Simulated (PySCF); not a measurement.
C3H3BrF2, SMILES FC(F)/C=C\Br. The structure is a stationary point at B3LYP-D3(BJ)/def2-SVP. The structure was generated by enumeration; whether it is a known compound was not checked. One conformer was computed; it need not be the lowest.

Give the equilibrium geometry at B3LYP-D3(BJ)/def2-SVP (PySCF confirms it by a frequency run) as bond lengths and angles, and its point group. (Estimate from the structure and the level; the computed values follow.)

Several could match; the one computed here: point group Cs.
Atoms: F1 C2 F3 C4 C5 Br6 H7 H8 H9. Bond lengths (Å): F1–C2 1.362, C2–F3 1.362, C2–C4 1.495, C2–H7 1.101, C4–C5 1.332, C4–H8 1.095, C5–Br6 1.897, C5–H9 1.091. Angles (°): F1–C2–F3 107.2, F1–C2–C4 109.4, F1–C2–H7 108.6, F3–C2–C4 109.4, F3–C2–H7 108.6, C4–C2–H7 113.3, C2–C4–C5 126.8, C2–C4–H8 114.9, C5–C4–H8 118.3, C4–C5–Br6 125.3, C4–C5–H9 122.4, Br6–C5–H9 112.3.
Charge 0, spin multiplicity 1.
